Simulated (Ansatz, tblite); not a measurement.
Isomers of Sn₃Se₂ (singlet), found by a short tight-binding search and relaxed with PBE0-D4/def2-SVP in Ansatz.

In the def2 sets Sn takes a core potential; there is no spin–orbit coupling. The xTB rows come from tblite. HSE06 is defined as in plane-wave codes, on full-range PBE exchange. Correlated methods freeze 30 core orbitals; core or outer-core shells of Sn, Se are correlated, in sets that lack core-valence functions.

Run but left out: HF/def2-SVP, HF/def2-TZVP (A: restricted singlet, unstable towards broken spin symmetry); PBE-QIDH/def2-TZVP (A: restricted singlet, unstable in another Hartree–Fock run and untested here).

A: The restricted singlet is unstable towards broken spin symmetry in Hartree–Fock (as tested in another run); at PBE-D4/def2-SVP, PBE-D4/def2-TZVP, r2SCAN-D4/def2-TZVP, r2SCANh-D4/def2-TZVP and others this wasn't settled. At CCSD(T)/def2-SVP, MP2/def2-TZVP the restricted singlet (for correlated methods, its reference) is unstable: a solution with broken spin symmetry lies lower. B: The restricted singlet is unstable towards broken spin symmetry in Hartree–Fock (as tested in another run); at PBE-D4/def2-SVP, PBE-D4/def2-TZVP, r2SCAN-D4/def2-TZVP, r2SCANh-D4/def2-TZVP and others this wasn't settled. At MP2/def2-TZVP the restricted singlet (for correlated methods, its reference) is unstable: a solution with broken spin symmetry lies lower.

Other spin states weren't relaxed.

A:

```xyz
5

Sn    1.628    0.090   -1.438
Sn   -1.423    0.422   -0.482
Sn    0.306   -2.081    0.552
Se   -1.121   -0.640    1.993
Se    0.610    2.210   -0.625
```

B:

```csv
atom,x (Å),y (Å),z (Å)
Sn1,-0.2094,-2.0009,0.3209
Sn2,-1.2090,0.7212,1.1023
Sn3,0.8419,1.6236,-0.8975
Se4,-0.9518,-0.2519,-1.5705
Se5,1.5282,-0.0920,1.0450
```

Q: Estimate which lies lowest at each level, and how far above it the others are (eV).

A: 
```
               level     A     B
            GFN1-xTB  1.20  0.00
            GFN2-xTB  0.29  0.00
     PBE-D4/def2-SVP  0.92  0.00
    PBE-D4/def2-TZVP  0.93  0.00
 r2SCAN-D4/def2-TZVP  0.97  0.00
r2SCANh-D4/def2-TZVP  0.99  0.00
    PBE0-D4/def2-SVP  1.01  0.00
   PBE0-D4/def2-TZVP  1.00  0.00
  HSE06-D4/def2-TZVP  1.00  0.00
        MP2/def2-SVP  1.12  0.00
       MP2/def2-TZVP  1.27  0.00
       CCSD/def2-SVP  0.90  0.00
    CCSD(T)/def2-SVP  0.89  0.00
```
Point groups (tolerance 0.1 Å): A Cs, B not assigned. Lower isomers may exist.
